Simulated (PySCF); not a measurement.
B(OH)(SeH)2 (BH3OSe2), SMILES [SeH]B(O)[SeH].

Geometry: B3LYP-D3(BJ)/def2-SVP. One conformer was computed; it need not be the lowest.

All values below come from PySCF with B3LYP/def2-TZVP.

Symmetry labels are those of the subgroup Cs that the program uses (full group Cs).

Problem. List the valence orbital energies around the gap with their symmetry. (The exact figures need the calculation; the answer reports its results.)

Solution. 
```
orbital  symmetry  energy (eV)
-------  --------  -----------
HOMO−7         A'       -12.33
HOMO−6         A'       -11.70
HOMO−5         A"       -10.92
HOMO−4         A'       -10.88
HOMO−3         A'        -9.46
HOMO−2         A'        -8.33
HOMO−1         A"        -7.54
HOMO           A"        -6.74
LUMO           A'        -0.78
LUMO+1         A"        -0.29
LUMO+2         A'         0.12
LUMO+3         A'         0.51
```
